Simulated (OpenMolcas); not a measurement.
A run on Co4+ with 6 ligands (water) in octahedral coordination (Th) at 1.89 Å. Ligand basis ANO-RCC-VDZP.

```
Program             : OpenMolcas 26.06
Method              : SS-CASPT2, IPEA 0.25 Eh, imaginary shift 0.1 Eh (closed shells correlated: 3s 3p and the ligand valence shells)
Basis               : ANO-RCC-VDZP [5s4p2d1f]
Scalar Hamiltonian  : DKH2, point nucleus
Active space        : 5 electrons in 5 orbitals (3d)
State averaging     : 2S+1 = 6 even, 1 root; 2S+1 = 4 even, 24 roots; 2S+1 = 2 even, 75 roots
Spin-orbit coupling : state interaction with AMFI integrals over the reference wave functions
```

First CASPT2 step and the start of its output:

```
&CASPT2
Multistate=1 1
Frozen=5 6
IPEA=0.25
Imaginary=0.1
MaxIter=60
WThr=0.0 0.3 0.05
PrWF=0.5
NoMix
```

```
--- CASPT2 ---
Orbital specifications:
      -----------------------

      Symmetry species                           1   2
                                                ag  au
      Frozen orbitals                            5   6
      Inactive orbitals                         13  15
      Active orbitals                            5   0
      Secondary orbitals                        64  70
      Deleted orbitals                           0   0
      Number of basis functions                 87  91
Type of calculation                        SS-CASPT2
      Fock operator                              state-specific
      IPEA shift                                 0.25
      Real shift                                 0.00
      Imaginary shift                            0.10
      The input orbitals will be transformed to quasi-canonical
Reference energy:       -1846.4249775811
      E2 (Non-variational):      -1.7301404433
      Shift correction:          -0.2174744769
      E2 (Variational):          -1.9476149202
      Total energy:           -1848.3725925013
      Residual norm:              0.0000009597
      Reference weight:           0.28623
      Contributions to the CASPT2 correlation energy
      Active & Virtual Only:         -0.0503133722
      One Inactive Excited:          -0.3233413392
      Two Inactive Excited:          -1.3564857319
::    CASPT2 Root  1     Total energy:  -1848.37259250
--- CASPT2 ---
Orbital specifications:
      -----------------------

      Symmetry species                           1   2
                                                ag  au
      Frozen orbitals                            5   6
      Inactive orbitals                         13  15
      Active orbitals                            5   0
...
```

Over all roots the printed reference weights run from 0.02 to 0.64, and roots that are degenerate in the reference spread by up to 200000 cm-1.

**Question.** Did the run give usable levels, and if not, why?

**Answer.** No. The equations converged, but the reference weight falls to 0.02 for at least one root against 0.64 for the best. A drop of that size marks an intruder state, so the energies of such roots and the levels built on them can't be trusted.
